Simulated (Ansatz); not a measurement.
Computed with Ansatz on PBE0-D4/def2-TZVP structures; ΔE is electronic, products minus reactants. CBS: MP2 limit from def2 TZ/QZ plus the TZ coupled-cluster correction, frozen cores. DFT in def2-TZVPP. B3LYP here is the variant with VWN-RPA as its local correlation; programs differ in this. HSE06 is defined as in plane-wave codes. Each species was taken in one conformer, which may not be the lowest.

Consider the formal exchange of groups at the Si–Si bond: `CO[SiH]([SiH3])Cl` + `FCS` → `FC([SiH3])S` + `CO[SiH2]Cl`.

`CO[SiH]([SiH3])Cl`:

Z-matrix (Å, degrees):
```
C
O 1 1.413
H 1 1.096 2 111.4
H 1 1.094 2 110.8 3 -121.3
H 1 1.091 2 108.0 3 119.4
Si 2 1.632 1 124.1 3 50.2
Cl 6 2.070 2 110.4 1 62.3
Si 6 2.334 2 107.6 1 -179.0
H 6 1.488 2 110.1 1 -52.8
H 8 1.485 6 109.5 2 -59.7
H 8 1.487 6 110.2 2 60.9
H 8 1.487 6 108.9 2 -179.4
```

`FCS`:

Cartesian coordinates in Å:
```
F 0.066 -1.420 -0.563
C 0.299 -0.305 0.206
S -1.098 0.811 0.267
H 1.181 0.201 -0.189
H 0.480 -0.625 1.235
H -0.928 1.338 -0.956
```

`FC([SiH3])S`:

```xyz
9

F    -1.523   -0.813    0.879
C    -0.826    0.238    0.294
Si    0.525   -0.443   -0.855
S    -0.160    1.368    1.512
H    -1.551    0.839   -0.266
H     1.070    0.681   -1.655
H    -0.045   -1.480   -1.752
H     1.590   -1.033   -0.004
H     0.921    0.641    1.847
```

`CO[SiH2]Cl`:

Cartesian coordinates in Å:
```
C 0.448 1.267 -0.325
O -0.385 0.186 -0.689
Si -0.604 -1.149 0.214
Cl 1.162 -2.177 0.452
H 0.273 2.080 -1.030
H 1.502 0.979 -0.370
H 0.222 1.624 0.686
H -1.555 -2.005 -0.518
H -1.063 -0.803 1.580
```

| level | ΔE (kJ/mol) | difference from CCSD(T)/CBS |
| --- | --- | --- |
| revPBE-D4 | 21.7 | 9.5 |
| BLYP-D4 | 15.3 | 3.1 |
| PBE0-D4 | 22.4 | 10.2 |
| r2SCANh-D4 | 16.2 | 4.0 |
| ωB97M-V | 8.3 | -3.9 |
| revPBE | 24.8 | 12.6 |
| PBE0 | 21.9 | 9.7 |
| B3LYP | 15.5 | 3.3 |
| HSE06 | 21.9 | 9.7 |
| RPA@PBE/def2-TZVPP | 10.8 | -1.4 |
| CCSD/def2-SVP | 13.1 | 0.9 |
| MP2/def2-TZVPP | 7.7 | -4.5 |
| CCSD/def2-TZVPP | 13.6 | 1.4 |
| SCS-MP2/def2-QZVPP | 7.2 | -5.0 |
| HF/CBS(def2) | 12.4 | 0.2 |
| CCSD/CBS(def2) | 12.7 | 0.5 |
| CCSD(T)/CBS | 12.2 | 0 |

What do rigid-rotor, harmonic-oscillator terms from PBE0-D4/def2-TZVP frequencies (298.15 K, 1 bar) make of the CCSD(T)/CBS value? (Best estimate.)

Computed: ΔZPE = -5.4 kJ/mol, ΔH = +5.2 kJ/mol, ΔS = -11 J/(mol·K), ΔG = +8.5 kJ/mol.

Largest T1 diagnostic among the species: 0.012.

Leaving LDA and LC-ωPBE aside and taking each functional with its dispersion term where it has one, the values, not all of them listed here, spread over 14.5 kJ/mol, from ωB97M-V to PBE-D4. LDA lies −5.2 kJ/mol from PBE without D4.
